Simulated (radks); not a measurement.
Problem. Radial electron density D(r) = 4 pi r^2 rho(r) of an atom or ion with 40 electrons. Method: Dirac Kohn-Sham, LDA (Slater exchange, Perdew-Wang correlation), spin-unpolarised, spherical densities, finite nucleus; Fermi nuclear charge, rms radius of each element as measured or else 0.836 A^(1/3) + 0.57 fm; computed with a radial shooting solver on a logarithmic mesh with Libxc functionals.

```
   r/bohr * D(r) (the largest magnitude, 59.4, reaches the edge; | marks zero)
  0.00125 |*
 0.001668 | *
 0.002242 |  *
  0.00299 |   *
  0.00402 |      *
 0.005362 |          *
 0.007209 |                *
 0.009615 |                        *
  0.01293 |                                 *
  0.01724 |                                        *
    0.023 |                                             *
  0.03092 |                                             *
  0.04124 |                                         *
  0.05544 |                                      *
  0.07395 |                                            *
  0.09942 |                                                      *
   0.1326 |                                                      *
   0.1783 |                                         *
   0.2378 |                                 *
   0.3171 |                                       *
   0.4264 |                                       *
   0.5687 |                       *
   0.7646 |          *
     1.02 |        *
    1.371 |      *
    1.829 |   *
    2.459 | *
    3.279 |*
    4.374 |*
     5.88 *
    7.843 *
    10.54 *
```

What is the nuclear charge?

Solution. Z = 40. The innermost maximum, from 1s, lies near gamma/Z bohr with gamma = sqrt(1 - (Z/c)^2) = 0.956, here 0.0239 bohr (found: 0.0261), and its height grows with Z. The density is that of neutral zirconium in [Kr] 4d2 5s2; the configuration itself is not fixed sharply by these data, and Z only to a few units. D(r) has 3 maxima, at r = 0.0261, 0.116, 0.366 bohr, and minima at 0.0528, 0.236 bohr, inside which lie 2.06, 11.10 electrons.
